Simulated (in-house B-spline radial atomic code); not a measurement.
The numbers below are computed, except where a source is named.
**Al ion on Cu atom: potential, deflection and energy transfer**

The pair potential comes from two frozen, spherical free-atom densities (PBE, B-spline radial code, scalar-relativistic past argon): electrostatics plus the change in Thomas-Fermi kinetic and Dirac exchange energy where they overlap, the recipe behind the universal ZBL potential, which averages such potentials (from solid-state densities) over many pairs. It is written V = (Z1 Z2 e²/r) φ(r/a), with e² = 14.3996 eV·Å and a = 0.46850 Å/(Z1^0.23 + Z2^0.23); ZBL's fit is φ = 0.18175 e^(−3.1998x) + 0.50986 e^(−0.94229x) + 0.28022 e^(−0.4029x) + 0.02817 e^(−0.20162x). Where φ falls below 4e-4 it is continued as an exponential.

Masses 26.98 and 63.55 u.

| x = r/a | φ, this pair | φ, ZBL |
| --- | --- | --- |
| 0.1 | 0.8952 | 0.8928 |
| 0.5 | 0.6297 | 0.6096 |
| 1.5 | 0.3192 | 0.2995 |
| 3 | 0.1386 | 0.1292 |
| 5 | 0.05455 | 0.05224 |
| 8 | 0.01563 | 0.01705 |
| 12 | 0.004494 | 0.00474 |
| 17 | 0.00122 | 0.001212 |

Task: At x = 0.5 the electrostatic, kinetic and exchange parts are 48401.44, 9918.14 and -334.95 eV. Find r, V and φ.

Result: a = 0.46850/(1.8039 + 2.1695) = 0.11791 Å, so r = 0.05896 Å. V = 48401.44 + 9918.14 + (-334.95) = 57984.63 eV. The bare repulsion is 13 × 29 × 14.3996/0.05896 = 92080 eV, so φ = 0.6297, +3.3 % against ZBL's 0.6096. The kinetic (Pauli) term is 17 % of V here.

Task: The ion comes in at 0.6559 keV with impact parameter 0.2358 Å. The scattering integral gives a centre-of-mass angle of 121.4° and a closest approach of 5.377 a. What are the reduced energy, the energy passed on and the laboratory angles?

Result: ε = E a M2/(Z1 Z2 e² (M1 + M2)) = 655.9 × 1.5247e-05 = 0.01. The most that one collision can pass on is γE with γ = 4 M1 M2/(M1 + M2)² = 0.8368. Here T = γE sin²(θ/2) = 0.8368 × 655.9 × 0.7606 = 417.4 eV. The ion turns by arctan(sin θ/(cos θ + M1/M2)) = 96.5° (second quadrant: it bounces back), and the struck atom leaves at (180° − θ)/2 = 29.3°. The closest approach is 0.634 Å. With ZBL the angle would be 119.98° and T = 411.5 eV.
